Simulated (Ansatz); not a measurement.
C₄H₁₀Si (`C[Si]1(C)CC1`), relaxed with RKS PBE-D4/def2-SVP in Ansatz from a rough embedded geometry. The force threshold is 0.03 eV/Å; the program also tests the step.

The species carries charge 0 and has multiplicity 1.

Start:

```xyz
15

C    -1.432    0.512    1.061
Si   -0.128   -0.111    0.066
C    -0.004   -1.885   -0.185
C     1.489    0.885    0.004
C     0.572    0.988   -1.262
H    -1.452    0.185    2.113
H    -1.429    1.641    1.148
H    -2.425    0.293    0.687
H    -0.878   -2.345   -0.617
H     0.140   -2.447    0.798
H     0.866   -2.180   -0.785
H     2.357    0.314   -0.072
H     1.428    1.783    0.623
H    -0.004    1.899   -1.420
H     0.900    0.468   -2.159
```

```json
{"step": "1", "energy (eV)": "-12172.3187", "largest force (eV/Å)": "3.228", "largest move (Å)": "0.000"}
{"step": "2", "energy (eV)": "-12172.7542", "largest force (eV/Å)": "1.616", "largest move (Å)": "0.137"}
{"step": "3", "energy (eV)": "-12172.8695", "largest force (eV/Å)": "0.171", "largest move (Å)": "0.067"}
{"step": "4", "energy (eV)": "-12172.8718", "largest force (eV/Å)": "0.114", "largest move (Å)": "0.052"}
{"step": "5", "energy (eV)": "-12172.8733", "largest force (eV/Å)": "0.022", "largest move (Å)": "0.028"}
```

End:

```xyz
15

C    -1.534    0.524    1.125
Si   -0.108   -0.100    0.067
C    -0.016   -1.970   -0.136
C     1.470    0.904   -0.016
C     0.571    0.999   -1.288
H    -1.481    0.117    2.156
H    -1.500    1.630    1.190
H    -2.515    0.235    0.696
H    -0.935   -2.371   -0.611
H     0.110   -2.477    0.843
H     0.848   -2.238   -0.776
H     2.443    0.397   -0.140
H     1.563    1.826    0.585
H     0.106    1.981   -1.487
H     0.979    0.545   -2.208
```

It took 9 s on 4 threads of a server CPU on a shared host, with 0.19 GiB of host memory at the peak.
